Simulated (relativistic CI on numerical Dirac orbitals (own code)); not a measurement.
**How well does a small relativistic CI reproduce Zn³⁺?**

Computed by Dirac-Coulomb-Breit CI, separate exchange-only KLI orbitals for each configuration, model QED (radiative potential, 1s self-energy scaled to tabulated hydrogen-like ionisation energies), valence Slater integrals scaled by 0.85, P86 correlation energy added to each configuration (own radial code, finite nucleus).

Configurations in the expansion (outside the closed core [Ne] 3s2): 3p⁶3d⁹, 3p⁶3d⁸4s, 3p⁶3d⁸4p, 3p⁶3d⁸4d, 3p⁶3d⁸5s, 3p⁶3d⁷4s², 3p⁶3d⁸5p, 3p⁶3d⁸4f, 3p⁶3d⁸5d, 3p⁵3d¹⁰, 3p⁶3d⁷4s4p, 3p⁶3d⁸5f, 3p⁶3d⁸5g, 3p⁶3d⁷4p², 3p⁶3d⁷4s4d. Levels of other configurations are missing.

```tsv
Configuration	Term (tabulated)	J	Measured (cm⁻¹)	Computed	Error	Purity (%)
3p⁶3d⁹	2D	5/2	0.0	0	0	100
3p⁶3d⁹	2D	3/2	2759.1	2674	-86	100
3p⁶3d⁸4s	4F	9/2	128729.8	125715	-3015	100
3p⁶3d⁸4s	4F	7/2	130366.1	127302	-3064	96
3p⁶3d⁸4s	4F	5/2	131804.5	128707	-3097	98
3p⁶3d⁸4s	4F	3/2	132777.3	129663	-3115	99
3p⁶3d⁸4s	2F	7/2	135951.2	132642	-3309	96
3p⁶3d⁸4s	2D	3/2	149190.8	146591	-2600	80
3p⁶3d⁸4s	4P	3/2	151249.5	148774	-2475	85
3p⁶3d⁸4s	4P	1/2	151392.4	148960	-2432	99
3p⁶3d⁸4s	2P	3/2	157074.8	154193	-2882	95
3p⁶3d⁸4s	2P	1/2	157929.5	155028	-2902	99
3p⁶3d⁸4s	2S	1/2	199369.0	196454	-2915	99
3p⁶3d⁸4p	4D°	7/2	201319.0	197737	-3582	95
3p⁶3d⁸4p	4D°	5/2	203684.6	200029	-3655	94
3p⁶3d⁸4p	4G°	9/2	204447.0	200603	-3844	61
3p⁶3d⁸4p	4G°	11/2	205261.0	201245	-4016	100
3p⁶3d⁸4p	4D°	3/2	205453.0	201755	-3698	97
3p⁶3d⁸4p	4G°	7/2	205991.0	202081	-3910	77
3p⁶3d⁸4p	4D°	1/2	206513.0	202796	-3717	99
3p⁶3d⁸4p	4G°	5/2	207175.3	203248	-3927	91
3p⁶3d⁸4p	4F°	9/2	207737.0	203537	-4200	80
3p⁶3d⁸4p	4F°	7/2	208921.3	204761	-4160	68
3p⁶3d⁸4p	2G°	9/2	208970.0	205015	-3955	64
3p⁶3d⁸4p	4F°	5/2	209899.0	205745	-4154	80
3p⁶3d⁸4p	4F°	3/2	210187.1	206112	-4075	86
3p⁶3d⁸4p	2G°	7/2	211189.6	207224	-3965	68
3p⁶3d⁸4p	2D°	5/2	211569.7	207925	-3645	79
3p⁶3d⁸4p	2F°	7/2	211823.7	207844	-3980	61
3p⁶3d⁸4p	2D°	3/2	213479.8	209844	-3636	87
3p⁶3d⁸4p	2F°	5/2	214167.3	210187	-3980	76
3p⁶3d⁸4p	4P°	3/2	221426.2	218259	-3167	72
3p⁶3d⁸4p	4P°	5/2	221737.4	218524	-3213	66
3p⁶3d⁸4p	4P°	1/2	222120.0	219010	-3110	88
3p⁶3d⁸4p	2D°	3/2	224997.6	221608	-3390	61
3p⁶3d⁸4p	2F°	7/2	225032.5	221142	-3890	88
3p⁶3d⁸4p	2P°	1/2	225414.0	221717	-3697	87
3p⁶3d⁸4p	2P°	3/2	226684.9	222898	-3787	63
3p⁶3d⁸4p	4D°	5/2	229162.8	225507	-3656	77
3p⁶3d⁸4p	4D°	3/2	229230.9	225548	-3683	91
3p⁶3d⁸4p	4D°	1/2	229252.8	225532	-3721	97
3p⁶3d⁸4p	4D°	7/2	229877.9	225985	-3893	86
3p⁶3d⁸4p	2D°	5/2	231693.0	228189	-3504	79
3p⁶3d⁸4p	2P°	3/2	232245.7	229002	-3244	62
3p⁶3d⁸4p	2D°	3/2	232938.1	229544	-3394	59
3p⁶3d⁸4p	2H°	9/2	232981.0	227810	-5171	99
3p⁶3d⁸4p	2P°	1/2	234493.9	231074	-3420	88
3p⁶3d⁸4p	2H°	11/2	234623.0	229465	-5158	100
3p⁶3d⁸4p	2F°	7/2	234802.2	229950	-4852	95
3p⁶3d⁸4p	2S°	1/2	235975.5	232362	-3614	89
3p⁶3d⁸4p	2F°	5/2	236109.3	231090	-5019	98
3p⁶3d⁸4p	4S°	3/2	236175.1	232012	-4163	97
3p⁶3d⁸4p	2G°	7/2	242320.0	236462	-5858	98
3p⁶3d⁸4p	2G°	9/2	242640.0	236747	-5893	98
3p⁶3d⁸4p	2P°	1/2	274746.3	270725	-4022	99
3p⁶3d⁸4p	2P°	3/2	276884.6	272637	-4248	99
```

Measured levels from Sugar and Musgrove, J. Phys. Chem. Ref. Data 24, 1803 (1995); pairs were made by configuration, J and term (by order where the table uses no LS term), so strongly mixed levels may be paired wrongly. Some J values or terms of the table were assigned by a fit.

Mean error by configuration (cm⁻¹): 3p⁶3d⁹ -86; 3p⁶3d⁸4s -2892; 3p⁶3d⁸4p -3974. Over the excited levels the mean absolute error is 3687 cm⁻¹ (55 of the 58 excited levels that our extract of the source holds in range could be paired, and the others can miss by more), and the median relative error of those above 1,000 cm⁻¹ is 1.8 %.
